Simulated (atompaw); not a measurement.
**antimony: one change to a PAW (atompaw) potential, before and after**

Sb (Z = 51), PAW, made with atompaw 4.2.0.5 (PBE, scalar-relativistic). Core [Ar] 3d10, reference 4s2 4p6 4d10 5s2 5p3. Waves: 4s (bound); 5s (bound); 4p (bound); 5p (bound); 4d (bound); 4d channel at -1.8 Ry. Local part: bessel scheme, radius 1.50 bohr. Core correction: smooth core density matched at 1.35 bohr. Augmentation charge: sinc compensation charge, radius 1.60 bohr; PAW radius 1.75 bohr; waves and projectors: bloechl.

Change: local potential bessel scheme, radius 0.88 bohr.

Cutoffs: the cutoffs (Ry, on a coarse ladder) from which the occupation-weighted sum of valence levels, in a spherical-Bessel basis at the reference potential, stays within 10 and 1 mRy of its value at 400 Ry; they do not see the model core or the augmentation charge, which bear on the density cutoff.

Task: What does the change do?

Result: The potential gets harder (70 Ry and 90 Ry → 90 Ry and 110 Ry); neither file shows a bound ghost.

```tsv
quantity	base	changed
cutoff, loose	70 Ry	90 Ry
cutoff, tight	90 Ry	110 Ry
loose cutoff by channel (10 mRy a level)	s 40 Ry, p 50 Ry, d 55 Ry	s 50 Ry, p 70 Ry, d 80 Ry
bound ghosts	none	none
s: phases at 1.76 bohr within 0.05 rad from the reference energy up to (Ry; the scan ends near 5)	to the end of the scan	4.8
p: phases at 1.76 bohr within 0.05 rad from the reference energy up to (Ry; the scan ends near 5)	to the end of the scan	to the end of the scan
d: phases at 1.76 bohr within 0.05 rad from the reference energy up to (Ry; the scan ends near 5)	4.3	to the end of the scan
lowest overlap eigenvalue by channel	s 0.47, p 0.66, d 0.97	s 0.32, p 0.67, d 1.00
```

 The cutoffs see the waves, projectors and local potential, not the compensation charge or the core.
